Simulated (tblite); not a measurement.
Species: C8H9B.
Bonds: C1–C2 (double), C2–B3, B3–C4, C4–C5 (double), C5–C6, C6–C7 (double), C7–C8, C8–C9 (double), B3–C9. Hydrogens: H10, H11 on C1; H12 on C2; H13 on C4; H14 on C5; H15 on C6; H16 on C7; H17 on C8; H18 on C9.

Computed with GFN2-xTB (tblite), gas phase: L-BFGS steps from a force-field or distance-geometry start until the largest atomic force falls under 0.01 eV/Å.

Step 16: E = -621.4135 eV
```
atom  x, y, z in Å  |  force x, y, z in eV/Å
C1      3.1893    0.1586    0.3875   -0.013   0.022   0.043
C2      2.2443   -0.6024   -0.1598   -0.041  -0.018  -0.087
B3      0.7213   -0.2428   -0.2711    0.092  -0.014   0.063
C4      0.2364    1.1920   -0.0401   -0.046  -0.058  -0.013
C5     -1.0140    1.6139    0.2870    0.059  -0.007  -0.048
C6     -2.1779    0.8390    0.5211    0.007  -0.023  -0.017
C7     -2.4394   -0.4523    0.1763    0.031   0.024  -0.003
C8     -1.6139   -1.3814   -0.5060    0.056   0.021  -0.040
C9     -0.2691   -1.3316   -0.7016    0.002   0.073   0.021
H10     4.2234   -0.1494    0.4767   -0.084  -0.005  -0.032
H11     2.9673    1.1335    0.7942   -0.005  -0.003  -0.008
H12     2.5680   -1.5757   -0.5231   -0.055   0.018  -0.012
H13     0.9652    1.9891   -0.1552    0.001  -0.001   0.038
H14    -1.1661    2.6782    0.4343   -0.003   0.066   0.056
H15    -2.9939    1.3825    0.9855   -0.009  -0.004  -0.014
H16    -3.4391   -0.8108    0.3982    0.007   0.002  -0.013
H17    -2.1487   -2.2519   -0.8732   -0.019  -0.063   0.028
H18     0.1381   -2.1821   -1.2422    0.018  -0.030   0.038
```

Step 17: E = -621.4149 eV
```
atom  x, y, z in Å  |  force x, y, z in eV/Å
C1      3.1885    0.1588    0.3892   -0.035  -0.002  -0.009
C2      2.2456   -0.6006   -0.1662   -0.021   0.004  -0.025
B3      0.7224   -0.2419   -0.2730    0.075  -0.015   0.031
C4      0.2340    1.1909   -0.0411    0.044  -0.037  -0.009
C5     -1.0139    1.6133    0.2897    0.016   0.029  -0.038
C6     -2.1790    0.8394    0.5189    0.019   0.001  -0.011
C7     -2.4394   -0.4519    0.1743    0.010   0.023  -0.002
C8     -1.6132   -1.3825   -0.5035    0.040   0.006  -0.043
C9     -0.2692   -1.3295   -0.7016    0.028   0.020   0.010
H10     4.2215   -0.1531    0.4786   -0.080   0.009  -0.020
H11     2.9686    1.1361    0.7929   -0.005  -0.036  -0.012
H12     2.5695   -1.5757   -0.5261   -0.059   0.043  -0.013
H13     0.9628    1.9890   -0.1539    0.001  -0.008   0.037
H14    -1.1613    2.6784    0.4429   -0.018   0.036   0.048
H15    -2.9963    1.3828    0.9799   -0.020   0.004  -0.006
H16    -3.4405   -0.8069    0.3933   -0.005  -0.017  -0.011
H17    -2.1450   -2.2577   -0.8655   -0.019  -0.038   0.031
H18     0.1363   -2.1825   -1.2403    0.028  -0.021   0.041
```

Q: Estimate the geometry and energy of step 18. (The exact step hangs on the optimiser's Hessian estimate; all steps are aligned on step 17, rigid shifts and turns removed.)

A: E = -621.4158 eV, largest force 0.067 eV/Å
```
atom  x, y, z in Å  |  force x, y, z in eV/Å
C1      3.1872    0.1589    0.3901   -0.046  -0.019  -0.045
C2      2.2460   -0.5994   -0.1707   -0.003   0.019   0.022
B3      0.7242   -0.2416   -0.2734    0.022  -0.012  -0.003
C4      0.2334    1.1895   -0.0420    0.036   0.012   0.014
C5     -1.0139    1.6137    0.2907    0.032   0.022  -0.033
C6     -2.1792    0.8396    0.5173    0.012   0.044   0.002
C7     -2.4391   -0.4512    0.1730    0.002  -0.016  -0.021
C8     -1.6121   -1.3831   -0.5029   -0.007   0.003  -0.022
C9     -0.2687   -1.3278   -0.7014    0.053  -0.029  -0.003
H10     4.2186   -0.1553    0.4792   -0.050   0.010  -0.010
H11     2.9691    1.1373    0.7920   -0.013  -0.041  -0.008
H12     2.5692   -1.5751   -0.5284   -0.049   0.039  -0.021
H13     0.9613    1.9886   -0.1523    0.014  -0.006   0.033
H14    -1.1584    2.6792    0.4490   -0.022   0.008   0.035
H15    -2.9980    1.3830    0.9765   -0.011   0.002  -0.007
H16    -3.4413   -0.8047    0.3902    0.000  -0.023  -0.011
H17    -2.1428   -2.2621   -0.8603   -0.005  -0.006   0.033
H18     0.1357   -2.1831   -1.2382    0.035  -0.010   0.044
```

The energy changes by -0.0009 eV. The first-order estimate −F·Δx gives -0.0014 eV and the mean of the old and new forces, exact on a quadratic surface, -0.0009 eV. The step makes an angle of 64° with the force vector and moves no atom by more than 0.007 Å.

The cost below is that of the whole relaxation. The run took 0.34 s of wall time on one thread of an Arm Neoverse V2, shared host with 96 logical CPUs at a one-minute load of 57.
